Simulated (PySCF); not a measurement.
**Magnetisability and related constants of SMILES CCO/C=C\CF, C5H9FO**

Computed, not measured: GIAO mPW1PW91/6-311G** magnetisability, rotational g tensor and spin-rotation constants, non-relativistic, gas phase in PySCF 2.14.0. Geometry: GFN2-xTB.

Input:
```
{"job": {"kind": "mag", "xc": "mPW1PW91", "basis": "6-311G**", "grid": 3}, "charge": 0, "multiplicity": 1}
C     -2.439743    -1.043166    -0.052870
C     -1.585067    -0.001147    -0.754993
O     -0.288506    -0.030774    -0.185136
C      0.568166     0.931733    -0.603322
C      1.846085     0.963008    -0.243633
C      2.484198    -0.069375     0.626275
F      3.715650    -0.434068     0.122114
H     -2.002355    -2.029558    -0.179231
H     -3.442235    -1.041573    -0.470684
H     -2.494956    -0.822315     1.009456
H     -1.522897    -0.220099    -1.830419
H     -2.023084     0.999350    -0.631274
H      0.147890     1.705300    -1.237960
H      2.481429     1.761267    -0.588894
H      1.871971    -0.973787     0.678833
H      2.675856     0.314147     1.636865
```
Coordinates are in Å.

Command: `OMP_NUM_THREADS=1 python excited_run.py task.json out`

(1) Show the output.

Results:

(1) Atoms count from 0.
```
coarse grid: 13184 points
cycle   1  E = -370.8895244894  dE =  8.173e-01  |g| = 7.071e-01  |ddm| = 2.981e+00
cycle   2  E = -370.8216648491  dE =  6.786e-02  |g| = 9.727e-01  |ddm| = 1.262e+00
cycle   3  E = -370.9776369334  dE = -1.560e-01  |g| = 1.018e-01  |ddm| = 7.759e-01
cycle   4  E = -370.9791398417  dE = -1.503e-03  |g| = 5.275e-02  |ddm| = 9.343e-02
cycle   5  E = -370.9796844572  dE = -5.446e-04  |g| = 1.616e-02  |ddm| = 4.417e-02
cycle   6  E = -370.9797430465  dE = -5.859e-05  |g| = 3.645e-03  |ddm| = 1.460e-02
cycle   7  E = -370.9797461968  dE = -3.150e-06  |g| = 6.958e-04  |ddm| = 2.752e-03
final grid: 187208 points
cycle   8  E = -370.9842278489  dE = -4.073e-05  |g| = 7.363e-03  |ddm| = 2.531e-02
cycle   9  E = -370.9842198729  dE =  7.976e-06  |g| = 1.001e-02  |ddm| = 9.768e-03
cycle  10  E = -370.9842380231  dE = -1.815e-05  |g| = 1.402e-03  |ddm| = 6.252e-03
cycle  11  E = -370.9842384209  dE = -3.978e-07  |g| = 2.815e-04  |ddm| = 1.226e-03
cycle  12  E = -370.9842384345  dE = -1.360e-08  |g| = 1.575e-04  |ddm| = 3.107e-04
cycle  13  E = -370.9842384401  dE = -5.605e-09  |g| = 1.980e-05  |ddm| = 1.204e-04
cycle  14  E = -370.9842384401  dE = -7.458e-11  |g| = 8.529e-06  |ddm| = 1.695e-05
converged SCF energy = -370.9842384401

Magnetisability tensor (1e-30 J/T^2)
    -1089.80       26.80       25.09
       26.80     -990.99      -50.25
       25.09      -50.25    -1050.01
isotropic -1043.60   principal values   -1120.23  -1049.33   -961.24
isotropic susceptibility -62.847 1e-6 cm^3/mol

Inertial axes            a          b          c
rot. const./GHz      7.3141     1.0111     0.9250
chi total           -65.029    -58.035    -65.477
chi diamagnetic    -263.246  -1251.534  -1368.321
chi paramagnetic    198.217   1193.499   1302.844
quadrupole/D A       -2.016      3.130     -1.114
g nuclear            0.6533     0.5583     0.5626
g electronic        -0.6811    -0.5669    -0.5661
g total             -0.0278    -0.0086    -0.0036

Spin-rotation constants (kHz, H = +C I.J)
atom  isotope        aa         bb         cc
  6    19F        2.739      0.111      0.350
  7     1H       -0.731     -0.020     -0.072
  8     1H        0.095     -0.111     -0.104
  9     1H       -0.820     -0.105      0.015
 10     1H       -0.771     -0.098      0.044
 11     1H       -0.637     -0.009     -0.057
 12     1H       -0.540      0.066     -0.102
 13     1H       -0.239      0.021     -0.115
 14     1H       -0.340      0.018     -0.083
 15     1H       -0.638     -0.092      0.044
  0    13C*       0.942      0.131      0.136
  1    13C*       1.179      0.233      0.234
  2    17O*      -1.587     -0.130     -0.090
  3    13C*       2.279      0.476      0.216
  4    13C*       2.051      0.397      0.145
  5    13C*       1.502      0.268      0.201
* in the singly substituted isotopologue
```

It took 48 s wall time on 1 thread of an Arm Neoverse N1, shared host, peak memory 0.78 GiB.
